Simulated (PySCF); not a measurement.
Match the calculated data to a structure.

All candidates are C6H7FN2O.

| technique | computed result |
| --- | --- |
| Rotational structure | rotational constants A, B, C: 2.332, 1.039, 0.725 GHz [GFN2-xTB] |
| 1H NMR | chemical shifts (computed TMS as zero) by class: 7.64 (1 H), 3.86 (3 H), 2.49 (3 H) ppm [GIAO PBE0/pcSseg-1] |
| 13C NMR | chemical shifts (computed TMS as zero) by class: 193.3 (1 C), 170.9 (1 C), 138.5 (1 C), 114.6 (1 C), 40.6 (1 C), 32.3 (1 C) ppm [GIAO PBE0/pcSseg-1] |
| NMR, other nuclei | isotropic shieldings of nuclei other than C and H, by class: -45 (1 N), 59 (1 N), -286 (1 O), 301 (1 F) ppm [GIAO PBE0/pcSseg-1] |
| Dipole | 3.16 D [PBE0/pcSseg-1] |

The electronic properties come from PySCF, for the isolated species, density fitting. Levels stand in brackets. One conformer (not necessarily the lowest) at the GFN2-xTB geometry, without solvent, vibrations or thermal averaging. GFN2-xTB frequencies show an imaginary mode (35i cm⁻¹), so this geometry is no minimum at that level. NMR classes are plain means over equivalent atoms (diastereotopic ones count apart unless rotation or inversion swaps them), as if these changed places fast.

Question: Which candidate is it?
A. `CC(=O)c1cn(C)nc1F`
B. `CC[C@@H](F)OC(C#N)C#N`
C. `COc1nnc(C)cc1F`

Answer: A. It is `CC(=O)c1cn(C)nc1F`. Numbering: `[CH3:1][C:2](=[O:3])[c:4]1[cH:5][n:6]([CH3:7])[n:8][c:9]1[F:10]`. Its formula, C6H7FN2O, gives 4 degrees of unsaturation: 1 ring and 3 π bonds in the structure found (Kekulé form). 6 carbons fall into 6 classes; from least to most shielded: ketone carbonyl carbon [C2] (193.3 ppm), aromatic C–F carbon [C9] (170.9 ppm), aromatic CH next to a ring nitrogen [C5] (138.5 ppm), substituted aromatic carbon [C4] (114.6 ppm), N-methyl carbon [C7] (40.6 ppm), methyl carbon next to a carbonyl [C1] (32.3 ppm). Hydrogen classes from least to most shielded: 1 H on an aromatic CH next to a ring nitrogen, C5 (7.64 ppm), 3 H on an N-methyl carbon, C7 (3.86 ppm, a mean of values up to 0.5 ppm apart in this geometry), 3 H on a methyl carbon next to a carbonyl, C1 (2.49 ppm, a mean of values up to 0.5 ppm apart in this geometry). The other shieldings belong to: -45 ppm, pyridine-type nitrogen [N8]; 59 ppm, pyrrole-type nitrogen [N6]; -286 ppm, ketone oxygen [O3]; 301 ppm, aryl fluorine [F10]. The optimised geometry has point group Cs and is an asymmetric top.

The others, at the same levels:
- `COc1nnc(C)cc1F` fails: its computed 13C shifts are 162.0 (1 C), 161.7 (1 C), 158.9 (1 C), 118.2 (1 C), 56.8 (1 C), 24.4 (1 C) ppm, 1H shifts are 7.11 (1 H), 4.42 (3 H), 2.84 (3 H) ppm and dipole moment is 1.32 D (against 3.16 D).
- `CC[C@@H](F)OC(C#N)C#N` fails: its computed 13C shifts are 115.6 (1 C), 115.3 (1 C), 115.3 (1 C), 51.8 (1 C), 32.7 (1 C), 10.7 (1 C) ppm, 1H shifts are 5.59 (1 H), 5.40 (1 H), 2.04 (1 H), 1.74 (1 H), 1.20 (3 H) ppm and smallest rotational constant is 0.643 GHz (against 0.725 GHz).

Each candidate is one conformer, not necessarily the lowest. Dipoles, sizes and rotational constants follow the conformer. The torsions of the flexible species, by atom-mapped SMILES:
- `[CH3:1][C:2](=[O:3])[c:4]1[cH:5][n:6]([CH3:7])[n:8][c:9]1[F:10]`: C1–C2–C4–C5 180°
- `[CH3:1][O:2][c:3]1[n:4][n:5][c:6]([CH3:7])[cH:8][c:9]1[F:10]`: C1–O2–C3–N4 0°
- `[CH3:1][CH2:2][C@@H:3]([F:4])[O:5][CH:6]([C:7]#[N:8])[C:9]#[N:10]`: C1–C2–C3–F4 64°, C2–C3–O5–C6 177°, C3–O5–C6–C7 -68°
